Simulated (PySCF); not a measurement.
C₅H₇ClO₂.
SMILES: `ClC/C=C/C(OC)=O`

The closed-shell SCF was solved with PySCF and density fitting under several settings on one GFN2-xTB geometry (grid level 2 and gas phase unless stated).

```tsv
settings	basis functions	SCF cycles	E (Eh)	HOMO (eV)	LUMO (eV)	dipole (D)
PBE0/pcSseg-1	178	14	-804.7842	-8.22	-1.69	2.72
PBE0/def2-SVPD	229	14	-804.4703	-8.28	-1.80	2.68
PBE0/6-311G**, fitting basis def2-universal-jkfit	194	11	-804.9373	-8.12	-1.64	2.73
X3LYP/cc-pVDZ, energy threshold 1e-08 Eh	151	11	-805.2198	-7.66	-1.51	2.53
WP04/aug-cc-pVDZ, grid level 1	251	12	-817.3529	-9.21	-3.86	2.66
B97-D/6-31G	90	16	-805.0243	-6.35	-2.31	2.83
BHandHLYP/pcSseg-1	178	14	-805.1255	-9.25	-0.59	2.76
```

Task: Estimate the row for these settings: CAM-B3LYP/pcSseg-1, energy threshold 1e-11 Eh, level shift 0.3 Eh.

Result: 
| settings | basis functions | SCF cycles | E (Eh) | HOMO (eV) | LUMO (eV) | dipole (D) |
| --- | --- | --- | --- | --- | --- | --- |
| CAM-B3LYP/pcSseg-1, energy threshold 1e-11 Eh, level shift 0.3 Eh | 178 | 18 | -805.1912 | -9.52 | -0.52 | 2.72 |

Task: Over all rows, what range does the HOMO–LUMO gap span?

Result: From 4.04 eV (B97-D/6-31G) to 9.00 eV (CAM-B3LYP/pcSseg-1, energy threshold 1e-11 Eh, level shift 0.3 Eh). The functional of the narrowest has no exact exchange, that of the widest range-separated exact exchange.

Task: And the dipole moment?

Result: From 2.53 D (X3LYP/cc-pVDZ, energy threshold 1e-08 Eh) to 2.83 D (B97-D/6-31G); the largest is 1.12 times the smallest, and the median is 2.72 D.

Task: Compare two rows with the functional PBE0: PBE0/6-311G**, fitting basis def2-universal-jkfit and PBE0/def2-SVPD. Which energy is lower, and by how much?

Result: PBE0/6-311G**, fitting basis def2-universal-jkfit (194 functions) lies 0.4670 Eh or 293 kcal/mol below PBE0/def2-SVPD (229 functions). The smaller set gives the lower energy; the two sets aren't nested, so the variational bound doesn't order them by size.

B97-D ran without the empirical dispersion term, which would shift the total energy alone. Cycle counts include a coarse-grid stage where the run had one. All basis functions are spherical, in the Pople sets too. WP04 was designed for NMR shieldings or shifts; total energies of different functionals aren't comparable.

Shape of the structure used: `[CH3:1][O:2][C:3](=[O:4])/[CH:5]=[CH:6]/[CH2:7][Cl:8]`: C1–O2–C3–O4 0°, O2–C3–C5–C6 -179°, C5–C6–C7–Cl8 -114°.

One conformer stands for the species.
